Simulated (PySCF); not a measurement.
BiF3, charge +1, doublet, at a GFN2-xTB geometry (such geometries of metal compounds can be far from the true shape) (a state made from the parent by changing its charge; the spin is typed, not shown lowest) (core potentials on Bi); TPSS/def2-SVP in PySCF.

PySCF was given this input:
```python
from pyscf import gto, scf, dft

mol = gto.M(
    atom='''
Bi    0.002903   -0.004092    0.277726
F    -1.347839   -1.005813   -0.854760
F    -0.221288    1.681109   -0.826949
F     1.542355   -0.637562   -0.879545
''',
    basis='def2-svp',
    ecp={'Bi': 'def2-svp'},
    charge=1,
    spin=1,
    verbose=4,
)

mf = dft.UKS(mol)
mf.xc = 'tpss'
mf.level_shift = 0.3
mf.max_cycle = 100
mf.kernel()
```

It wrote (shortened):

```
PySCF version 2.14.0

[INPUT] verbose = 4
[INPUT] num. atoms = 4
[INPUT] num. electrons = 49
[INPUT] charge = 1
[INPUT] spin (= nelec alpha-beta = 2S) = 1
[INPUT] symmetry False subgroup None
[INPUT] Mole.unit = angstrom
[INPUT] Symbol           X                Y                Z      unit          X                Y                Z       unit  Magmom
[INPUT]  1 Bi     0.002903000000  -0.004092000000   0.277726000000 AA    0.005485874940  -0.007732759302   0.524826077671 Bohr   0.0
[INPUT]  2 F     -1.347839000000  -1.005813000000  -0.854760000000 AA   -2.547046570008  -1.900711102527  -1.615262302233 Bohr   0.0
[INPUT]  3 F     -0.221288000000   1.681109000000  -0.826949000000 AA   -0.418173714653   3.176835595541  -1.562707128983 Bohr   0.0
[INPUT]  4 F      1.542355000000  -0.637562000000  -0.879545000000 AA    2.914628536854  -1.204817567430  -1.662099164231 Bohr   0.0

nuclear repulsion = 206.219955690412
number of shells = 28
number of NR pGTOs = 133
number of NR cGTOs = 68
basis = def2-svp
ecp = {'Bi': 'def2-svp'}

******** <class 'pyscf.dft.uks.UKS'> ********
method = UKS
initial guess = minao
damping factor = 0
level_shift factor = 0.3
DIIS = <class 'pyscf.scf.diis.CDIIS'>
diis_start_cycle = 1
diis_space = 8
diis_damp = 0
SCF conv_tol = 1e-09
SCF conv_tol_grad = None
SCF max_cycles = 100
direct_scf = True
direct_scf_tol = 1e-13
number electrons alpha = 25  beta = 24
XC library pyscf.dft.libxc version 7.1.2
    S. Lehtola, C. Steigemann, M. J. T. Oliveira, and M. A. L. Marques,  SoftwareX 7, 1–5 (2018)
XC functionals = tpss
    J. Tao, J. P. Perdew, V. N. Staroverov, and G. E. Scuseria,  Phys. Rev. Lett. 91, 146401 (2003)
    J. P. Perdew, J. Tao, V. N. Staroverov, and G. E. Scuseria,  J. Chem. Phys. 120, 6898 (2004)
    J. Tao, J. P. Perdew, V. N. Staroverov, and G. E. Scuseria,  Phys. Rev. Lett. 91, 146401 (2003)
    J. P. Perdew, J. Tao, V. N. Staroverov, and G. E. Scuseria,  J. Chem. Phys. 120, 6898 (2004)
radial grids:
    Treutler-Ahlrichs [JCP 102, 346 (1995); DOI:10.1063/1.469408] (M4) radial grids

becke partition: Becke, JCP 88, 2547 (1988); DOI:10.1063/1.454033
pruning grids: <function nwchem_prune>
grids dens level: 3
symmetrized grids: False
atomic radii adjust function: <function treutler_atomic_radii_adjust>
small_rho_cutoff = 0
Set gradient conv threshold to 3.16228e-05
tot grids = 66232
init E= -487.494550704745

cycle= 1 E= -513.197989949356  delta_E= -25.7  |g|= 0.918  |ddm|= 9.01
cycle= 2 E= -513.454752395323  delta_E= -0.257  |g|= 0.422  |ddm|= 1.78
cycle= 3 E= -513.505651120757  delta_E= -0.0509  |g|= 0.14  |ddm|= 0.393
cycle= 4 E= -513.511720299906  delta_E= -0.00607  |g|= 0.0189  |ddm|= 0.106
cycle= 5 E= -513.511892486938  delta_E= -0.000172  |g|= 0.00367  |ddm|= 0.0216
cycle= 6 E= -513.511913587695  delta_E= -2.11e-05  |g|= 0.00157  |ddm|= 0.00826
cycle= 7 E= -513.511919864925  delta_E= -6.28e-06  |g|= 0.000936  |ddm|= 0.00432
cycle= 8 E= -513.511921767743  delta_E= -1.9e-06  |g|= 0.000686  |ddm|= 0.0023
cycle= 9 E= -513.511922477898  delta_E= -7.1e-07  |g|= 0.000283  |ddm|= 0.00131
cycle= 10 E= -513.511922734453  delta_E= -2.57e-07  |g|= 0.000176  |ddm|= 0.000839
cycle= 11 E= -513.511922850807  delta_E= -1.16e-07  |g|= 0.000119  |ddm|= 0.000533
cycle= 12 E= -513.511922914177  delta_E= -6.34e-08  |g|= 9.75e-05  |ddm|= 0.000386
cycle= 13 E= -513.511922954395  delta_E= -4.02e-08  |g|= 8.57e-05  |ddm|= 0.000299
cycle= 14 E= -513.511922981451  delta_E= -2.71e-08  |g|= 7.31e-05  |ddm|= 0.000241
cycle= 15 E= -513.511922999358  delta_E= -1.79e-08  |g|= 6.68e-05  |ddm|= 0.000195
cycle= 16 E= -513.511923011734  delta_E= -1.24e-08  |g|= 5.72e-05  |ddm|= 0.00016
cycle= 17 E= -513.511923018896  delta_E= -7.16e-09  |g|= 7.08e-05  |ddm|= 0.000137
cycle= 18 E= -513.511923024561  delta_E= -5.67e-09  |g|= 6.54e-05  |ddm|= 0.000108
cycle= 19 E= -513.511923028991  delta_E= -4.43e-09  |g|= 5.17e-05  |ddm|= 8.86e-05
cycle= 20 E= -513.511923032091  delta_E= -3.1e-09  |g|= 3.84e-05  |ddm|= 7.41e-05
cycle= 21 E= -513.511923033874  delta_E= -1.78e-09  |g|= 3.54e-05  |ddm|= 5.93e-05
cycle= 22 E= -513.511923035128  delta_E= -1.25e-09  |g|= 3.11e-05  |ddm|= 4.84e-05
cycle= 23 E= -513.511923036032  delta_E= -9.05e-10  |g|= 2.61e-05  |ddm|= 4.01e-05
Extra cycle  E= -513.511923034536  delta_E= 1.5e-09  |g|= 8.5e-05  |ddm|= 0.000247
converged SCF energy = -513.511923034536  <S^2> = 0.75663556  2S+1 = 2.0066246
```
